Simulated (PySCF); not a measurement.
Electronic structure of Se⁺ (selenium, charge +1) at the UHF level

Configuration: [Ar] 3d10 4s2 4p3, high-spin 4S determinant. Computed with PySCF 2.14 in jorge-DZP-DKH (8s6p2d1f, 43 functions), with scalar relativity by spin-free X2C-1e.

* Total energy: -2427.622540 hartree
* One-electron energy: -3366.5470 hartree
* Hartree (Coulomb) energy: 1025.6147 hartree
* Exchange energy: -86.6903 hartree
* ⟨S²⟩: 3.7502
* ⟨L²⟩: 0.000
* Sum of ⟨r⟩: 22.40 bohr
* Sum of ⟨r²⟩: 31.60 bohr²
* Langevin diamagnetic susceptibility: -25.0 ×10⁻⁶ cm³/mol
* Time after the integrals: 0.11 s of wall time on 1 thread of Neoverse-V1 (shared host)

```json
{"shell": "1s α", "electrons": "1", "mean orbital energy (hartree)": "-468.45784", "rms radius, mean of both spins (bohr)": "0.0508"}
{"shell": "1s β", "electrons": "1", "mean orbital energy (hartree)": "-468.44508", "rms radius, mean of both spins (bohr)": "0.0508"}
{"shell": "2s α", "electrons": "1", "mean orbital energy (hartree)": "-62.70360", "rms radius, mean of both spins (bohr)": "0.212"}
{"shell": "2s β", "electrons": "1", "mean orbital energy (hartree)": "-62.69800", "rms radius, mean of both spins (bohr)": "0.212"}
{"shell": "2p α", "electrons": "3", "mean orbital energy (hartree)": "-55.03550", "rms radius, mean of both spins (bohr)": "0.189"}
{"shell": "2p β", "electrons": "3", "mean orbital energy (hartree)": "-55.02204", "rms radius, mean of both spins (bohr)": "0.189"}
{"shell": "3s α", "electrons": "1", "mean orbital energy (hartree)": "-9.60355", "rms radius, mean of both spins (bohr)": "0.613"}
{"shell": "3s β", "electrons": "1", "mean orbital energy (hartree)": "-9.57981", "rms radius, mean of both spins (bohr)": "0.613"}
{"shell": "3p α", "electrons": "3", "mean orbital energy (hartree)": "-7.11661", "rms radius, mean of both spins (bohr)": "0.636"}
{"shell": "3p β", "electrons": "3", "mean orbital energy (hartree)": "-7.08444", "rms radius, mean of both spins (bohr)": "0.636"}
{"shell": "3d α", "electrons": "5", "mean orbital energy (hartree)": "-2.97660", "rms radius, mean of both spins (bohr)": "0.692"}
{"shell": "3d β", "electrons": "5", "mean orbital energy (hartree)": "-2.95990", "rms radius, mean of both spins (bohr)": "0.692"}
{"shell": "4s α", "electrons": "1", "mean orbital energy (hartree)": "-1.34739", "rms radius, mean of both spins (bohr)": "1.91"}
{"shell": "4s β", "electrons": "1", "mean orbital energy (hartree)": "-1.04404", "rms radius, mean of both spins (bohr)": "1.91"}
{"shell": "4p α", "electrons": "3", "mean orbital energy (hartree)": "-0.78692", "rms radius, mean of both spins (bohr)": "2.31"}
```

Densities and radii are taken from the X2C orbitals without a picture-change correction, which distorts them close to the nucleus.
